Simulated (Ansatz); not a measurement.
Cartesian coordinates in Å:
```
B -0.617 -0.098 -1.223
C -0.661 -0.966 0.276
C -0.043 0.107 0.941
O -0.703 0.858 1.779
F 0.893 0.015 -1.480
Al 1.736 0.637 0.056
H -1.053 1.022 -1.167
H -1.110 -0.817 -2.047
H -1.679 -1.250 0.559
H -0.018 -1.814 0.051
H -1.586 0.496 1.965
H 2.902 -0.387 0.382
H 1.940 2.198 -0.092
```

Charge 0, multiplicity 1. The bonds changed during the relaxation, so this is another structure than the one it started from.

(1) List the ωB97M-V/def2-TZVPP orbital energies in eV (Ansatz). (Estimate.)

Answers

(1) Ansatz gave: Occupied: -1531.77, -678.23, -528.77, -284.55, -282.00, -188.33, -116.36, -75.98, -75.89, -75.83, -36.67, -34.42, -25.10, -21.39, -18.72, -17.90, -17.47, -16.50, -15.75, -15.50, -14.44, -14.06, -13.11, -11.35, -11.03, -10.86, -10.31. Lowest empty: 0.22, 1.55, 1.81, 2.54, 2.92, 3.18, 3.53, 4.17.
